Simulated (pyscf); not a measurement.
Structures and frequencies: ωB97X-D3(BJ)/def2-SVP in PySCF.

Q: For H₃C–CH•–SiH₃ → H₃C–CH₂–SiH₂•, a hydrogen shift (doublet surface; H–Si broken, C–H formed), PBE/def2-TZVP gives ΔE‡ = 33.5 kcal/mol and ΔE = -8.3 kcal/mol (zero: the reactant's lowest minimum found). In which direction and how far do B3LYP-D3(BJ)/def2-TZVP, M06-2X/def2-TZVP, ωB97M-D3(BJ)/def2-TZVP move these?

A: B3LYP-D3(BJ): ΔE‡ = 39.4 kcal/mol, ΔE = -5.8 kcal/mol; M06-2X: ΔE‡ = 40.8 kcal/mol, ΔE = -8.9 kcal/mol; ωB97M-D3(BJ): ΔE‡ = 40.9 kcal/mol, ΔE = -6.0 kcal/mol. PBE's barrier lies under all of them, by 5.9 to 7.4 kcal/mol. Its reaction energy lies among theirs. Low barriers are usual for a GGA, whose delocalisation error favours stretched bonds. H₃C–CH•–SiH₃ lies 17.7 kcal/mol over its isomer H₃C–SiH•–CH₃ (electronic energy, ωB97M-D3(BJ)/def2-TZVP). H₃C–CH₂–SiH₂• lies 11.7 kcal/mol over its isomer H₃C–SiH•–CH₃ (electronic energy, ωB97M-D3(BJ)/def2-TZVP). One saddle was located; it need not be the lowest between these sides.
